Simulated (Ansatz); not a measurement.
`C#[C][Ti]([OH])([F])[F]` + HBr → `[OH][Ti]([F])([F])[Br]` + acetylene at 600 K and 1 bar (ligand exchange at a Ti–C bond).

Computed with Ansatz on PBE0-D4/def2-TZVP structures; ΔE is electronic, products minus reactants. CCSD(T)/CBS is the MP2 limit (def2-TZVPP, def2-QZVPP) plus CCSD(T) − MP2 in def2-TZVPP, frozen cores. This one scheme is used for every species. For Br, Ti outer-core shells are correlated without core-valence functions, which leaves a few kJ/mol of doubt a bond. Scalar relativity is left out up to krypton. One conformer a species, not always the lowest.

```json
{"species": "`C#[C][Ti]([OH])([F])[F]`", "CCSD(T)/CBS energy (Eh)": "-1201.12065", "H − E (kJ/mol)": "160.0", "S (J/(mol·K))": "471.8"}
{"species": "HBr", "CCSD(T)/CBS energy (Eh)": "-2573.91920", "H − E (kJ/mol)": "33.5", "S (J/(mol·K))": "219.1"}
{"species": "`[OH][Ti]([F])([F])[Br]`", "CCSD(T)/CBS energy (Eh)": "-3697.85928", "H − E (kJ/mol)": "103.6", "S (J/(mol·K))": "443.1"}
{"species": "`C#C`", "CCSD(T)/CBS energy (Eh)": "-77.22717", "H − E (kJ/mol)": "96.2", "S (J/(mol·K))": "235.4"}
```

H − E and S are ideal-gas, rigid-rotor, harmonic terms from PBE0-D4/def2-TZVP, for one conformer and one mirror image of each species. 1 Eh = 2625.50 kJ/mol, R = 8.31446 J/(mol·K).

Problem. By hand: ΔE, ΔH, ΔS and ΔG.

Solution. ΔE = (-3697.85928) + (-77.22717) − (-1201.12065) − (-2573.91920) = -0.04660 Eh = -122.3 kJ/mol. Δ(H − E) = 103.6 + 96.2 − 160.0 − 33.5 = 6.3, so ΔH = -116.0 kJ/mol. ΔS = 443.1 + 235.4 − 471.8 − 219.1 = -12.4 J/(mol·K). ΔG = -116.0 − 600 × (-12.4)/1000 = -108.6 kJ/mol.

Problem. By hand: the equilibrium constant, and the temperature at which ΔG would vanish if ΔH and ΔS stayed fixed.

Solution. log₁₀ K = −ΔG/(RT ln 10) = 9.5. ΔG = 0 at ΔH/ΔS = 9355 K, far beyond where these terms or the molecules hold.

The number of gas molecules stays the same, so ΔS is small and ΔH decides. A doubt of 5 kJ/mol in ΔE shifts log₁₀ K by 0.4 here. Other conformers and mirror images would add mixing entropy, several J/(mol·K) or more a flexible species. These are equilibria of isolated gas molecules and say nothing of rates. Largest T1 diagnostic: 0.023 (customary marks: 0.02 for closed shells, 0.045 for open ones).
